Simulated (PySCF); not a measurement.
**How strongly Sn binds etchant and ambient atoms**

PBE0 in PySCF with def2-TZVPPD on every atom (core potentials on Sn), for the lowest determinant that a PBE0 search found; no spin–orbit coupling. D0 is De less the harmonic zero-point energy.

```tsv
X	state of SnX	D0(SnX) (eV)	D0(X₂) (eV)
H	doublet (π ↑)	2.50	4.26
F	doublet (π ↑)	4.85	1.44
Cl	doublet (π ↑)	3.94	2.55
Br	doublet (π ↑)	3.55	2.25
O	singlet (closed shell)	5.31	5.28
```

Task: Give the energy of Sn + X₂ → SnX + X at 0 K for each X.

Result: H: 4.26 − 2.50 = +1.76 eV; F: 1.44 − 4.85 = -3.41 eV; Cl: 2.55 − 3.94 = -1.39 eV; Br: 2.25 − 3.55 = -1.30 eV; O: 5.28 − 5.31 = -0.03 eV (PBE0/def2-TZVPPD; negative means exothermic).

Task: Does an atom of F displace Br from SnBr?

Result: SnBr + F → SnF + Br has ΔE = 3.55 − 4.85 = -1.30 eV at PBE0/def2-TZVPPD, so it is downhill.

Gas-phase diatomics only hint at surface chemistry, where an atom holds several bonds.

These are scalar-relativistic numbers at best; spin–orbit coupling would shift them, the dissociation energy most. States were picked by a PBE0 search and need not be the measured ground states.
